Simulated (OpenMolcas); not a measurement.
An OpenMolcas run meant for Xe5+ (ANO-R2, X2C; inactive shells 1s 2s 2p 3s 3p 3d 4s 4p 4d; intended active space 3 electrons in 9 orbitals (RAS2 5s 5p; RAS3 5d, at most 2 electrons)). One step of its input:

```
&CASPT2
Multistate=1 1
Frozen=9 9
IPEA=0.25
Imaginary=0.1
MaxIter=60
WThr=0.0 0.3 0.05
PrWF=0.5
NoMix
Deleted=16 14
```

The run finished. Its levels beside those of a sound run (SS-RASPT2, IPEA 0.25 Eh, imaginary shift 0.1 Eh (closed shells correlated: 4d)), in cm⁻¹ above each run's lowest level:

```json
{"Level": "5s² 5p ²P°_1/2", "This run": "0.0", "Usual run": "0.0"}
{"Level": "5s² 5p ²P°_3/2", "This run": "13730", "Usual run": "13730"}
{"Level": "5s 5p² ⁴P_1/2", "This run": "84649", "Usual run": "92219"}
{"Level": "5s 5p² ⁴P_3/2", "This run": "91021", "Usual run": "98888"}
{"Level": "5s 5p² ⁴P_5/2", "This run": "97738", "Usual run": "105273"}
{"Level": "5s 5p² ²D_3/2", "This run": "121328", "Usual run": "123522"}
{"Level": "5s 5p² ²D_5/2", "This run": "123938", "Usual run": "126806"}
```

Which setting is unsound, and how much does it matter here?

Nearly half of the orbitals are deleted from the virtual space, which removes much of the correlation energy. Against the sound run the excited levels shown move by 4700 cm-1 on average and by 7900 cm-1 at most.

Term energies are means over components that CASPT2 splits; among the terms shown or strongly mixed into the levels shown the widest spread is 10 cm-1 (5s 5p² ²D, the sound run). Active for correlation alone: 5d; no level in the range computed is led by a configuration that fills it, so any true level of that kind is missing. Only configurations of the active space appear.

° marks odd parity.
